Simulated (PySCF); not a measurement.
This PySCF input asks for the NMR shieldings of `CC(C)[C@H]([SiH2]P)[SiH2]C=O`, C5H15OPSi2; the geometry comes from GFN2-xTB.

```python
import basis_set_exchange as bse
import numpy as np
from pyscf import gto, dft
from pyscf.prop import nmr

atoms = """
C    -2.677380    0.005824   -0.511885
C    -1.293672   -0.631440   -0.618074
C    -1.118264   -1.685643    0.469262
C    -0.184091    0.428129   -0.575360
Si    1.528668   -0.315997   -1.076045
P     2.693489   -0.888418    0.748312
Si   -0.117828    1.445173    1.023974
C     1.603992    2.273736    0.901929
O     2.438845    1.886408    0.118858
H    -2.804453    0.481893    0.458352
H    -2.815428    0.759994   -1.283892
H    -3.453277   -0.748467   -0.627880
H    -1.232263   -1.133682   -1.591220
H    -1.328888   -1.262826    1.448706
H    -1.799388   -2.518522    0.305464
H    -0.099444   -2.070137    0.473844
H    -0.407017    1.140122   -1.379312
H     1.204461   -1.564437   -1.804609
H     2.238455    0.501638   -2.059840
H     3.062350   -2.140921    0.286271
H     3.881102   -0.327838    0.333164
H    -0.101676    0.722860    2.298029
H    -1.089176    2.545769    1.096641
H     1.859150    3.116546    1.572866
"""
names = dict.fromkeys(["C", "Si", "P", "O", "H"], "pcSseg-1")
basis = {el: gto.basis.parse(bse.get_basis(n, elements=[el], fmt="nwchem")) for el, n in names.items()}
mol = gto.M(atom=atoms, basis=basis, charge=0, verbose=0)
mf = dft.RKS(mol, xc="PBE0")
mf.grids.level = 2
mf.grids.alignment = dft.numint.BLKSIZE   # the property module wants whole blocks of grid points
mf.conv_tol = 1e-9
mf.kernel()

calc = nmr.RKS(mf)   # GIAO
C = mf.mo_coeff
Co = C[:, mf.mo_occ > 0]
resp = mf.gen_response(singlet=True, hermi=2)
def vind(x):   # induced exchange potential for any number of trial vectors
    d = np.einsum("pi,xij,qj->xpq", C, 2 * x.reshape(-1, C.shape[1], Co.shape[1]), Co, optimize=True)
    return np.einsum("xpq,pi,qj->xij", resp(d - d.transpose(0, 2, 1)), C, Co, optimize=True).ravel()
mo1, _ = nmr.rhf.solve_mo1(calc, with_cphf=vind)
sigma = calc.kernel(mo1)
for i, s in enumerate(sigma):   # ppm
    print("%2d %-2s %9.2f" % (i, mol.atom_pure_symbol(i), np.trace(s) / 3))
```

Question: What are the results?

Answer: 
```
 0 C     156.02
 1 C     153.10
 2 C     163.31
 3 C     171.69
 4 Si    387.74
 5 P     621.85
 6 Si    407.56
 7 C     -69.75
 8 O    -546.78
 9 H      31.10
10 H      30.56
11 H      30.41
12 H      29.77
13 H      30.97
14 H      30.62
15 H      30.57
16 H      31.08
17 H      27.18
18 H      26.37
19 H      30.59
20 H      30.34
21 H      26.85
22 H      27.29
23 H      19.51
```

These numbers come from an equivalent density-fitted implementation of the same equations, which agrees with the script to about 0.01 ppm for H and up to a few tenths of a ppm for heavy atoms, so last digits may differ.

Question: Turn these shieldings into chemical shifts. References, each an isolated molecule treated in the same way: $^{13}$C (σ = 186.93 ppm), $^{29}$Si (σ = 349.16 ppm), $^{1}$H (σ = 31.72 ppm) against TMS; $^{31}$P (σ = 318.38 ppm) against H3PO4; $^{17}$O (σ = 336.08 ppm) against H2O.

Answer: Averaging equivalent atoms: C 7: 256.7; C 1: 33.8; C 0: 30.9; C 2: 23.6; C 3: 15.2; Si 4: -38.6; Si 6: -58.4; P 5: -303.5; O 8: 882.9; H 23: 12.21; H 18: 5.35; H 21: 4.87; H 17: 4.54; H 22: 4.43; H 12: 1.94; H 19/20: 1.25; H 9/10/11: 1.03; H 13/14/15: 1.00; H 16: 0.64 ppm. Unscaled 17O shifts of doubly bonded oxygen tend to come out too high, by tens of ppm or more. Experimental scales use liquid or dissolved standards, which lie at an offset from isolated H2O (liquid H2O: subtract about 36 ppm) and H3PO4.

Size and cost of the density-fitted run: 249 basis functions, 3.1 min wall time on 1 thread of an Intel Xeon, shared host; peak memory 1.2 GiB.
